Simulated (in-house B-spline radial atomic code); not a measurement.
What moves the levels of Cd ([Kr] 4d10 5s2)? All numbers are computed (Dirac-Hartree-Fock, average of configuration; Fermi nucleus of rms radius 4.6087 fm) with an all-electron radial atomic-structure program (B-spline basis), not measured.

Baseline run (computed): total energy -5593.3192 hartree, 1s1/2 at -987.3588 hartree, 5s1/2 at -7.6584 eV with <r> = 3.089 bohr.

Scaling the speed of light c (a factor of 100 is close to the non-relativistic limit):

```csv
c/c0,ΔE (hartree),5s1/2 level (eV),5s1/2 <r> (bohr)
0.9,-32.49,-7.78392,3.051
0.98,-5.639,-7.67983,3.082
1.02,5.2831,-7.63843,3.095
2,97.622,-7.30872,3.202
100,128.23,-7.20693,3.237
```

Changing the nucleus:

| nucleus | ΔE (eV) |
| --- | --- |
| Gaussian nucleus of rms radius 4.6087 fm | -0.0105 |
| uniform spherical nucleus of rms radius 4.6087 fm | 0.00401 |
| Gaussian nucleus of rms radius 0.01 fm | -3.44 |
| Fermi nucleus of rms radius 4.5165 fm | -0.127 |
| Fermi nucleus of rms radius 4.7009 fm | 0.13 |

A larger nucleus binds the electrons less, roughly as the density at the nucleus times the change of the nuclear <r²>. At equal rms radius the shape enters only through higher moments. A radius of 0.01 fm is nearly a point.

**Question.** The nuclear charge is raised by 0.1. What does the Hellmann-Feynman theorem predict for the energy, and what is found?

**Answer.** dE/dZ ≈ -Σ<1/r>, which is -282.813 at the start and -283.637 at the end; their mean times 0.1 is -28.322 hartree, and the two runs differ by -28.322 hartree.
